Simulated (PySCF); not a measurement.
**Frontier orbitals and the lowest excitations**

Species: C4H6O2Si.
Z-matrix (Å and degrees, GFN2-xTB geometry), rows numbered from 1:
```
O 
C   1  1.1917
O   2  1.3393  1  126.70
C   3  1.3463  2  118.55  1    -0.11
C   4  1.2957  3  151.95  2    -0.75
C   4  1.4968  3  141.98  2   178.71
Si  6  1.8912  4  121.49  5   107.44
H   2  1.1020  1  125.47  3   179.98
H   5  1.0602  4  151.21  6   179.39
H   6  1.0917  4  115.88  5  -103.38
H   7  1.4624  6  108.60  4   -36.32
H   7  1.4630  6  108.40  4  -156.60
H   7  1.4640  6  108.99  4    83.83
```

Computed with TDDFT B3LYP/def2-SVPD, vertical, gas phase, core orbitals frozen in the response in PySCF 2.14.0, density-fitted response routines.

Kohn–Sham orbitals with the atoms that hold most of them (Löwdin shares over 4%, at most four atoms; ? is withheld):

```tsv
orbital	ε (eV)	atoms
LUMO+2	0.22	C4 17%, C5 17%, O3 14%, Si7 12%
LUMO+1	0.18	Si7 26%, C4 10%, C6 10%, O3 9%
LUMO	-1.35	?
HOMO	?	C5 28%, C4 21%, C6 18%, Si7 10%
HOMO-1	-8.38	?
HOMO-2	-9.07	O1 31%, Si7 14%, C6 10%, H12 10%
HOMO-3	-9.32	Si7 21%, C5 16%, C6 13%, C4 11%
```

**Question.** Which atoms hold the HOMO-1, and with what shares?

**Answer.** O1 (bonded to C) 36%; C6 (bonded to 2 C, Si and H) 16%; C5 (bonded to 2 C and H) 9%; C2 (bonded to 2 O and H) 8%. By element: oxygen 36% or more, carbon 32% or more.

**Question.** Give the leading atoms of the LUMO.

**Answer.** C2 (bonded to 2 O and H) 31%; O1 (bonded to C) 25%; C5 (bonded to 2 C and H) 13%; O3 (bonded to 2 C) 10%. By element: carbon 44% or more, oxygen 35%.

**Question.** What is the HOMO energy, and the HOMO–LUMO gap?

**Answer.** ε(HOMO) = -6.70 eV; the gap is 5.36 eV (0.1969 hartree).

**Question.** How does S1 compare with the orbital gap of 5.36 eV?

**Answer.** S1 is at 4.73 eV (f = 0.089), 0.63 eV below the gap, made of HOMO→LUMO (98%). 

**Question.** Give energy, strength and leading configuration of S1, S2, S3 and S5, and follow the Löwdin shares of the leading atoms from the occupied to the empty orbital.

**Answer.** 
- S1 (4.73 eV, f 0.089), HOMO→LUMO (98%): C5 28% → 13%, C4 21% → at most 11%, C2 at most 10% → 31%, O1 at most 10% → 25%
- S2 (5.45 eV, f 0.0027), HOMO-1→LUMO (82%): O1 36% → 25%, C6 16% → at most 11%, C2 8% → 31%
- S3 (5.96 eV, f 0.0012), HOMO→LUMO+1 (97%): C5 28% → at most 10%, C4 21% → 10%, Si7 10% → 26%
- S5 (6.55 eV, f 0.0053), HOMO-2→LUMO (71%): O1 31% → 25%, Si7 14% → at most 11%, C2 at most 11% → 31%

Löwdin shares depend on the basis, the more so with diffuse functions.

One conformer stands for the species.
